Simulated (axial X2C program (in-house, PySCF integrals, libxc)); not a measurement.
## AlTc: properties at the nuclei

Calculated with an in-house all-electron X2C program for linear molecules (integrals from PySCF): two-component X2C with atomic mean-field Coulomb and Gaunt terms, Gaussian nuclei, basis Tc dyall-cv3z, Al dyall-v3z with contracted cores.

R = 2.554 Å (near the PBE0 minimum at charge 0 of the determinant lowest at the starting distance; the state shown can have its own minimum elsewhere).

Input and command:
```json
{"zs": [43, 13], "q": 0, "bas": ["dyall-cv3z", "dyall-v3z"], "r0": 2.54, "levels": ["PBE0", "HF", "LDA", "r2SCAN", "PBE50"], "nst": 3}
```
```bash
python soeom.py task.json out
```

Keys: zs atomic numbers; q charge; bas basis sets; r0 starting distance in Å; levels methods; nst determinants followed.

Determinant lowest in the PBE0 search, Ω = 3 (⟨Sz⟩ = 2.00, ⟨Lz⟩ = 1.00 at PBE0), spin on the atoms Tc 2.25, Al -0.25:

```tsv
level	Eeff magnitude (GV/cm)	Ws magnitude Tc (kHz)	A∥/gI Tc (MHz)	qzz Tc (a.u.)	A∥/gI Al (MHz)	qzz Al (a.u.)	μ (D)
PBE0	1.98	0.36	429	-1.73	19.1	-0.99	-1.31
HF	5.39	0.92	236	-2.21	18.6	-0.76	-1.73
LDA	0.976	0.17	582	-2.25	18	-0.91	-0.76
r2SCAN	2.04	0.373	552	-1.86	27.7	-0.84	-1.46
PBE50	3.12	0.563	382	-1.63	19.7	-1.05	-1.47
```

Eeff is the effective electric field on the electron electric dipole moment in this Ω state and Ws the scalar–pseudoscalar constant of the nucleus named (defined with the proton number Z and per Ω); A∥ (defined per Ω) follows by multiplying with gI = μI/(I μN); qzz is the electric field gradient, eQq0 = 234.96 MHz × Q/barn × qzz; μ is positive if the Al end (last atom) is positive. The operators were transformed with the bare-nucleus X2C matrices; with these basis sets, hyperfine constants and field gradients can be off by tens of per cent, and where levels differ in sign neither size nor sign is settled.

(1) With gI(27Al) = 1.4566, Q(27Al) = 0.1466 barn (g factors from the IAEA table of nuclear moments by Stone; Q from Pyykkö, Mol. Phys. 2018), turn the PBE0 values of the first state into constants in MHz.

Each state is one determinant with collinear spin, which with several unpaired electrons need not be a pure state. Unrestricted Hartree–Fock can overshoot spin polarisation at the nuclei. With several open shells hyperfine constants can be off by a factor of several. Where Eeff spreads by more than a factor of two the levels disagree and none is to be relied on. Open-shell Ω = 0 determinants with evenly filled partner blocks cannot be reached by this program, so the Ω shown need not be the lowest component. At r2SCAN a later determinant lies lower. States lie within half an eV, so the first need not be the ground state. Further determinants of the search, some of them spin-mixed, are not shown. Where a field gradient or hyperfine factor spreads by more than a factor of two over the levels, a constant derived from it is not to be relied on.

Results:

(1) A∥(27Al) = 19.1 × 1.4566 = 27.8 MHz; eQq0(27Al) = 234.96 × (0.1466) × (-0.99) = -34.1 MHz.
